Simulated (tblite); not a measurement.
Species: C6H10FO (doublet state).
Numbering: `[F:1][C@@H:2]1[CH:3][O:4][CH2:5][CH2:6][CH2:7][CH2:8]1` (hydrogens: H9 on C2; H10 on C3; H11, H12 on C5; H13, H14 on C6; H15, H16 on C7; H17, H18 on C8)

Computed geometry: GFN2-xTB, gas phase. This method treats the open shell by occupation alone, without spin polarisation.

(1) List the bond lengths, angles and torsions at this level.

Answers

(1) 
```json
{"bond": "F1–C2", "length (Å)": "1.426"}
{"bond": "C2–C3", "length (Å)": "1.470"}
{"bond": "C3–O4", "length (Å)": "1.357"}
{"bond": "O4–C5", "length (Å)": "1.411"}
{"bond": "C5–C6", "length (Å)": "1.532"}
{"bond": "C6–C7", "length (Å)": "1.526"}
{"bond": "C7–C8", "length (Å)": "1.526"}
{"bond": "C2–C8", "length (Å)": "1.536"}
{"bond": "C2–H9", "length (Å)": "1.096"}
{"bond": "C3–H10", "length (Å)": "1.074"}
{"bond": "C5–H11", "length (Å)": "1.097"}
{"bond": "C5–H12", "length (Å)": "1.094"}
{"bond": "C6–H13", "length (Å)": "1.091"}
{"bond": "C6–H14", "length (Å)": "1.092"}
{"bond": "C7–H15", "length (Å)": "1.092"}
{"bond": "C7–H16", "length (Å)": "1.092"}
{"bond": "C8–H17", "length (Å)": "1.092"}
{"bond": "C8–H18", "length (Å)": "1.092"}
```

A selection of angles:
```json
{"angle": "F1–C2–C3", "degrees": "111.8"}
{"angle": "F1–C2–C8", "degrees": "107.1"}
{"angle": "C3–C2–C8", "degrees": "116.0"}
{"angle": "C2–C3–O4", "degrees": "126.9"}
{"angle": "C3–O4–C5", "degrees": "118.9"}
{"angle": "O4–C5–C6", "degrees": "113.9"}
{"angle": "C5–C6–C7", "degrees": "112.9"}
{"angle": "C6–C7–C8", "degrees": "113.4"}
{"angle": "C2–C8–C7", "degrees": "114.0"}
```

Dihedral angles: F1–C2–C3–O4 -68° (synclinal); C2–C3–O4–C5 7° (synperiplanar); C3–O4–C5–C6 -69° (synclinal); O4–C5–C6–C7 85° (synclinal); C5–C6–C7–C8 -67° (synclinal); C6–C7–C8–C2 64° (synclinal); F1–C2–C8–C7 53° (synclinal).

The 2 C–O bonds span 1.357 Å (C3–O4, drawn single) to 1.411 Å (O4–C5, drawn single), a spread of 0.054 Å. The 7-membered ring C2–C3–O4–C5–C6–C7–C8 has internal angles of 112.9° to 126.9° (sum 816°, against 900° for a flat polygon); it is puckered, 0.28 Å rms from its mean plane, widest ring torsion 85°. Of the pairs four or more bonds apart, F1···H15 is among the closest relative to their van der Waals radii: 2.50 Å, 94 % of the sum of Bondi's values. The 5 C–C bonds span 1.470 Å (C2–C3, drawn single) to 1.536 Å (C2–C8, drawn single), a spread of 0.066 Å. C3 (carbon bonded to C, O and H) is planar (angles 126.9°, 120.9° and 111.9°, sum 359.6°, 0.05 Å off the plane of its three neighbours).

Point group: C1 (no symmetry element, even within 0.4 Å). Its GFN2-xTB frequencies are all real (lowest 95 cm⁻¹).

One conformer stands for the species.
